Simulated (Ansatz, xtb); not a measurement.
# AlH3InNSi: where a starting geometry ends

The starting geometry of this gas-phase singlet was built from a drawn formula by distance geometry; its bonds are those of `[InH2][Al]1[N]=[SiH]1`.

```json
{"atom": "Al", "x (Å)": "-1.1965", "y (Å)": "-0.7466", "z (Å)": "1.8931"}
{"atom": "In", "x (Å)": "-0.4635", "y (Å)": "1.0889", "z (Å)": "0.5120"}
{"atom": "N", "x (Å)": "-2.1951", "y (Å)": "-2.0057", "z (Å)": "2.9296"}
{"atom": "Si", "x (Å)": "-1.2041", "y (Å)": "-1.6081", "z (Å)": "4.1283"}
{"atom": "H", "x (Å)": "0.2422", "y (Å)": "0.2155", "z (Å)": "-1.0578"}
{"atom": "H", "x (Å)": "0.6130", "y (Å)": "2.4223", "z (Å)": "0.9299"}
{"atom": "H", "x (Å)": "-0.7898", "y (Å)": "-1.6974", "z (Å)": "5.5036"}
```

Predict what it relaxes into with r2SCAN-D4/def2-SVP.

It keeps its bonds, and is `[InH2][Al]1[N]=[SiH]1`. Distances that change by over a tenth: In2–H5 (1.93 → 1.73 Å).

The energy falls by 1.53 eV over 12 steps:

```json
{"step": "1", "E − E(last) (eV)": "1.533"}
{"step": "2", "E − E(last) (eV)": "0.730"}
{"step": "3", "E − E(last) (eV)": "0.269"}
{"step": "5", "E − E(last) (eV)": "0.055"}
{"step": "6", "E − E(last) (eV)": "0.011"}
{"step": "7", "E − E(last) (eV)": "0.007"}
{"step": "8", "E − E(last) (eV)": "0.006"}
{"step": "10", "E − E(last) (eV)": "0.000"}
{"step": "11", "E − E(last) (eV)": "0.000"}
{"step": "12", "E − E(last) (eV)": "0.000"}
```

Final geometry (Å):

```xyz
7

Al   -1.1433   -0.4997    2.2416
In   -0.1125    0.9476    0.2804
N    -2.2959   -1.3960    3.2950
Si   -0.9049   -1.6902    4.2123
H     0.5247    0.1672   -1.1253
H     0.0302    2.6614    0.4635
H    -1.0921   -2.5213    5.4711
```

From the same start GFN2-xTB ends elsewhere, differing in Al1–In2 (3.88 against 2.65 Å here), Al1–Si4 (3.09 against 2.31 Å here), Al1–H5 (1.55 against 3.82 Å here), Al1–H6 (1.56 against 3.81 Å here), In2–N3 (2.27 against 4.40 Å here), In2–Si4 (2.79 against 4.80 Å here).

The end wasn't checked by frequencies. Atoms past krypton carry core potentials, without spin–orbit terms. Run with Ansatz 0.2.0, 110 s on 1 thread of AMD EPYC (Zen 3) (shared host).
